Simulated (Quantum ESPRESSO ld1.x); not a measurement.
Input file for ld1.x (Quantum ESPRESSO 7.5):

```
 &input
    atom='Au',
    iswitch=1,
    rel=2,
    dft='SLA-HL',
    config='[Xe] 4f14 5d9',
    rel_dist='energy',
    lsmall=.true.,
    prefix='ld1',
    max_out_wfc=37,
    file_charge='ld1.rho',
 /
```

Output (excerpt):

```
     Program LD1 v.7.5 starts

     --------------------------- All-electron run ----------------------------

     dirac relativistic calculation

     atomic number is 79.00
     dft =SLA-HL   lsd =0 sic =0 latt =0  beta=0.20 tr2=1.0E-14
     Exchange-correlation= SLA-HL
                           (   1   6   0   0   0   0   0)
     mesh =2123 r(mesh) = 100.13829 a.u. xmin = -8.00 dx = 0.00800
     1 Ry =  13.60569312 eV, c = 137.03599908

     n l j   nl                  e(Ry)          e(Ha)          e(eV)
     Spin orbit split results
     1 0 0.5 1S 1( 2.00)     -5924.9590     -2962.4795    -80613.1742
     2 0 0.5 2S 1( 2.00)     -1045.9576      -522.9788    -14230.9780
     2 1 0.5 2P 1( 2.00)     -1003.2568      -501.6284    -13650.0037
     2 1 1.5 2P 1( 4.00)      -868.4655      -434.2328    -11816.0751
     3 0 0.5 3S 1( 2.00)      -248.0350      -124.0175     -3374.6887
     3 1 0.5 3P 1( 2.00)      -228.8189      -114.4095     -3113.2404
     3 1 1.5 3P 1( 4.00)      -199.0813       -99.5407     -2708.6395
     4 0 0.5 4S 1( 2.00)       -55.0301       -27.5151      -748.7232
     4 1 0.5 4P 1( 2.00)       -46.8411       -23.4205      -637.3052
     4 1 1.5 4P 1( 4.00)       -39.6913       -19.8456      -540.0274
     3 2 1.5 3D 1( 4.00)      -167.1113       -83.5556     -2273.6649
     3 2 2.5 3D 1( 6.00)      -160.7160       -80.3580     -2186.6519
     5 0 0.5 5S 1( 2.00)        -9.5631        -4.7815      -130.1120
     5 1 0.5 5P 1( 2.00)        -6.8938        -3.4469       -93.7954
     5 1 1.5 5P 1( 4.00)        -5.6616        -2.8308       -77.0294
     4 2 1.5 4D 1( 4.00)       -26.2783       -13.1391      -357.5340
     4 2 2.5 4D 1( 6.00)       -24.9469       -12.4735      -339.4205
     4 3 2.5 4F 1( 6.00)        -7.7257        -3.8629      -105.1136
     4 3 3.5 4F 1( 8.00)        -7.4453        -3.7226      -101.2985
     5 2 1.5 5D 1( 4.00)        -2.1079        -1.0539       -28.6789
     5 2 2.5 5D 1( 5.00)        -1.9819        -0.9909       -26.9648
     Averaged results
     1 0     1S 1( 2.00)     -5924.9590     -2962.4795    -80613.1742
     2 0     2S 1( 2.00)     -1045.9576      -522.9788    -14230.9780
     2 1     2P 1( 6.00)      -913.3959      -456.6980    -12427.3846
     3 0     3S 1( 2.00)      -248.0350      -124.0175     -3374.6887
     3 1     3P 1( 6.00)      -208.9939      -104.4969     -2843.5064
     4 0     4S 1( 2.00)       -55.0301       -27.5151      -748.7232
     4 1     4P 1( 6.00)       -42.0745       -21.0373      -572.4533
     3 2     3D 1(10.00)      -163.2741       -81.6370     -2221.4571
     5 0     5S 1( 2.00)        -9.5631        -4.7815      -130.1120
     5 1     5P 1( 6.00)        -6.0723        -3.0362       -82.6181
     4 2     4D 1(10.00)       -25.4795       -12.7397      -346.6659
     4 3     4F 1(14.00)        -7.5655        -3.7827      -102.9335
     5 2     5D 1( 9.00)        -2.0323        -1.0161       -27.6505

     final scf error:  7.5E-15 reached in  32 iterations

     Etot =  -38072.004292 Ry,  -19036.002146 Ha, -517996.006973 eV

     Ekin =   43744.924788 Ry,   21872.462394 Ha,  595180.022358 eV
     Encl =  -95811.123103 Ry,  -47905.561551 Ha,-1303576.738705 eV
     Eh   =   14701.690587 Ry,    7350.845293 Ha,  200026.690514 eV
     Exc  =    -707.496564 Ry,    -353.748282 Ha,   -9625.981140 eV

     normalization and overlap integrals

     s(1S/1S) =  1.000000  <r> =   0.0169  <r2> =    0.0004  r(max) =   0.0104
     s(2S/2S) =  1.000000  <r> =   0.0705  <r2> =    0.0059  r(max) =   0.0602
     s(2P/2P) =  1.000000  <r> =   0.0580  <r2> =    0.0042  r(max) =   0.0448
     s(2P/2P) =  1.000000  <r> =   0.0665  <r2> =    0.0054  r(max) =   0.0517
     s(3S/3S) =  1.000000  <r> =   0.1834  <r2> =    0.0386  r(max) =   0.1704
     s(3P/3P) =  1.000000  <r> =   0.1737  <r2> =    0.0352  r(max) =   0.1586
     s(3P/3P) =  1.000000  <r> =   0.1894  <r2> =    0.0416  r(max) =   0.1732
     s(4S/4S) =  1.000000  <r> =   0.4071  <r2> =    0.1873  r(max) =   0.3823
     s(4P/4P) =  1.000000  <r> =   0.4095  <r2> =    0.1911  r(max) =   0.3823
     s(4P/4P) =  1.000000  <r> =   0.4438  <r2> =    0.2240  r(max) =   0.4109
     s(3D/3D) =  1.000000  <r> =   0.1649  <r2> =    0.0319  r(max) =   0.1351
     s(3D/3D) =  1.000000  <r> =   0.1697  <r2> =    0.0337  r(max) =   0.1395
     s(5S/5S) =  1.000000  <r> =   0.9258  <r2> =    0.9623  r(max) =   0.8509
     s(5P/5P) =  1.000000  <r> =   1.0000  <r2> =    1.1306  r(max) =   0.8928
     s(5P/5P) =  1.000000  <r> =   1.0981  <r2> =    1.3646  r(max) =   0.9749
     s(4D/4D) =  1.000000  <r> =   0.4522  <r2> =    0.2366  r(max) =   0.4044
     s(4D/4D) =  1.000000  <r> =   0.4634  <r2> =    0.2483  r(max) =   0.4142
     s(4F/4F) =  1.000000  <r> =   0.4952  <r2> =    0.2974  r(max) =   0.3733
     s(4F/4F) =  1.000000  <r> =   0.5023  <r2> =    0.3059  r(max) =   0.3763
     s(5D/5D) =  1.000000  <r> =   1.4691  <r2> =    2.5248  r(max) =   1.1812
     s(5D/5D) =  1.000000  <r> =   1.5238  <r2> =    2.7188  r(max) =   1.2196

     ------------------------ End of All-electron run ------------------------
```

Run on one thread of a shared host, so times are rough (Intel(R) Xeon(R) Processor @ 2.60GHz): 0.73 s of CPU time, 1.6 s wall, 32 iterations on 2123 mesh points.
